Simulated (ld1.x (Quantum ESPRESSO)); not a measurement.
Results of a calculation; reference values are marked as such.
Potentials for silicon (Si) compared

Generated with ld1.x 7.5 (TM, RRKJ, ultrasoft, PAW), atompaw 4.2 or ONCVPSP 4.0.1. The cutoff is in Ry: for ld1.x and atompaw files where the sum of valence levels is converged to 10 mRy in a Bessel basis, for ONCV files where the hardest occupied wave has 1 mHa per electron of residual kinetic energy. The error is the largest all-electron minus pseudo excitation energy over each file’s own four to seven test configurations (ionisations up to +4, promotions, holes and added fractions of an electron), all of which were solved. The labels leave out finer settings (local radius, basis sizes, second energies), which also bear on the numbers. Spin-polarised tests are not counted. The rows are a selection from randomly drawn settings: files with unsolved tests, undetermined cutoffs or missed reference levels are left out.

| potential | cutoff (Ry) | largest error (meV) | bound ghosts |
| --- | --- | --- | --- |
| TM, PBE, non-relativistic, rc 1.30/2.25 (sp), local s, core correction yes, reference 3s2 3p1 | 40 | +42 | none |
| RRKJ, PBE, non-relativistic, rc 1.50/1.90 (sp), local p, core correction yes, reference 3s2 3p1 | 15 | +47 | none |
| TM, PW91, non-relativistic, rc 1.30/1.50 (sp), local smoothed, core correction yes, reference 3s2 3p2 | 40 | +77 | none |
| PAW, PBE, non-relativistic, rc 1.75/2.55 (sp), local smoothed, core correction yes, reference 3s2 3p2 | 10 | -56 | none |
| TM, BLYP, scalar-relativistic, rc 1.30/1.75/1.50 (spd), local d, core correction yes, reference 3s2 3p2 | 40 | +203 | none |
| RRKJ, BP86, scalar-relativistic, rc 1.85/1.75 (sp), local s, core correction no, reference 3s2 3p2 | 15 | +113 | none |
| PAW, PBE, non-relativistic, rc 0.90/0.85/0.90 (spd), local smoothed, core correction yes, reference 2s2 2p6 3s2 3p0.5 | 160 | -15 | none |

Q: Fill in the row for Si: ultrasoft, LDA (PZ), scalar-relativistic, rc 1.65/2.25/2.20 (spd), local smoothed, core correction yes, reference 3s2 3p2.

A: cutoff 12 Ry, largest error -27 meV, bound ghosts: none.

Q: Fill in the row for Si: ultrasoft, PBEsol, scalar-relativistic, rc 1.60/2.05/1.95 (spd), local smoothed, core correction no, reference 3s2 3p2.

A: cutoff 12 Ry, largest error +66 meV, bound ghosts: none.
